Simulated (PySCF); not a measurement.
## Electron correlation in Kr⁺ (krypton, charge +1)

[Ar] 3d10 4s2 4p5, 2P determinant. Computed with PySCF 2.14 in aug-cc-pVTZ-DK (7s6p4d2f, 59 functions), with scalar relativity by spin-free X2C-1e. Frozen: [Ar] 3d10; 7 electrons correlated.

```tsv
level	correlation energy (mhartree)
CCSD	-159.02
(T)	-4.22
CCSD(T)	-163.24
```

Diagnostics: T1 = 0.0055, D1 = 0.0185, largest double amplitude 0.035.

Cost of the coupled-cluster step: roughly 1.2 core-seconds, for 7 correlated electrons.

Iterations:

```
CC2 = 0
CCSD nocc = (np.int64(4), np.int64(3)), nmo = (45, 45)
frozen orbitals [[0, 1, 2, 3, 4, 5, 6, 7, 8, 9, 10, 11, 12, 13], [0, 1, 2, 3, 4, 5, 6, 7, 8, 9, 10, 11, 12, 13]]
max_cycle = 100
direct = 0
conv_tol = 1e-08
conv_tol_normt = 1e-06
diis_space = 8
diis_start_cycle = 0
Init t2, MP2 energy = -0.139415145072681
Init E_corr(UCCSD) = -0.139415145073169
cycle = 1  E_corr(UCCSD) = -0.154889260929922  dE = -0.0154741159  norm(t1,t2) = 0.0337117
cycle = 2  E_corr(UCCSD) = -0.157881828276174  dE = -0.00299256735  norm(t1,t2) = 0.0101923
cycle = 3  E_corr(UCCSD) = -0.159067512439181  dE = -0.00118568416  norm(t1,t2) = 0.0038825
cycle = 4  E_corr(UCCSD) = -0.159024368817761  dE = 4.31436214e-05  norm(t1,t2) = 0.000448078
cycle = 5  E_corr(UCCSD) = -0.159021495547821  dE = 2.87326994e-06  norm(t1,t2) = 7.4484e-05
cycle = 6  E_corr(UCCSD) = -0.15902277485495  dE = -1.27930713e-06  norm(t1,t2) = 2.26259e-05
cycle = 7  E_corr(UCCSD) = -0.159022779983383  dE = -5.12843298e-09  norm(t1,t2) = 5.14123e-06
cycle = 8  E_corr(UCCSD) = -0.159022757958218  dE = 2.20251647e-08  norm(t1,t2) = 1.23046e-06
cycle = 9  E_corr(UCCSD) = -0.159022757963717  dE = -5.49843504e-12  norm(t1,t2) = 3.18729e-07
UCCSD converged
E(UCCSD) = -2787.852817299508  E_corr = -0.1590227579637167
UCCSD(T) correction = -0.00421619644488914
```
